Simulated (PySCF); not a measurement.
Si²⁺: excitation energy

Si²⁺ [Ne] 3s2 (1S) → Si²⁺ [Ne] 3p2 (3P), as a difference of total energies. Computed with PySCF 2.14 in aug-cc-pV(T+d)Z (6s5p4d2f, 55 functions), with no relativity, point nucleus. Correlated levels: valence: [Ne] frozen. The calculations carry no spin-orbit coupling.

```json
{"method": "UHF", "excitation energy (cm⁻¹)": "120630"}
{"method": "MP2 (valence)", "excitation energy (cm⁻¹)": "126120"}
{"method": "SCS-MP2 (valence)", "excitation energy (cm⁻¹)": "128500"}
{"method": "CCSD (valence)", "excitation energy (cm⁻¹)": "128160"}
```

A first-order spin-orbit estimate (lowest level to lowest level, LS coupling) adds -0.026 eV.

With two correlated electrons CCSD is exact in that space.
